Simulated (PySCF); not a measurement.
F2H2O2SW, SMILES [OH][W]([OH])([F])([F])=[S], multiplicity 1.

Coordinates come from a PBE-D3(BJ)/def2-SVP optimisation. The multiplicity is an assumed one; no other spin state was optimised. The structure was generated by enumeration; whether it is a known compound was not checked. The def2 effective core potentials stand for the cores of W; spin–orbit coupling is left out. One conformer was computed; it need not be the lowest.

All values below come from PySCF with PBE-D3(BJ)/def2-SVP.

Frequencies are harmonic and unscaled.

```
mode  ν (cm⁻¹)  IR (km/mol)  moving atoms (share of kinetic energy)
----  --------  -----------  --------------------------------------
1          101          7.7                          F 53 %, O 42 %
2          122         29.2                  F 45 %, H 35 %, O 14 %
3          172         25.9   S 32 %, F 26 %, H 22 %, W 11 %, O 9 %
4          207          5.1                  O 56 %, H 21 %, F 15 %
5          210          0.2                   O 45 %, S 41 %, W 9 %
6          230          1.7          F 34 %, O 29 %, W 15 %, H 15 %
7          278         12.6                          H 56 %, F 34 %
8          301        142.4                  H 63 %, F 14 %, O 14 %
9          331         60.9                  F 45 %, O 32 %, H 22 %
10         541         62.5                          S 77 %, W 15 %
11         568        333.2                          H 64 %, O 29 %
12         585         16.1                  F 43 %, O 37 %, H 14 %
13         619         48.5                  F 57 %, H 23 %, O 15 %
14         690        138.0                   F 75 %, O 12 %, W 8 %
15         698         86.2                  O 72 %, W 15 %, H 13 %
16         737         49.6                          O 51 %, H 36 %
17        3750        227.3                                  H 94 %
18        3751        251.3                                  H 94 %
```
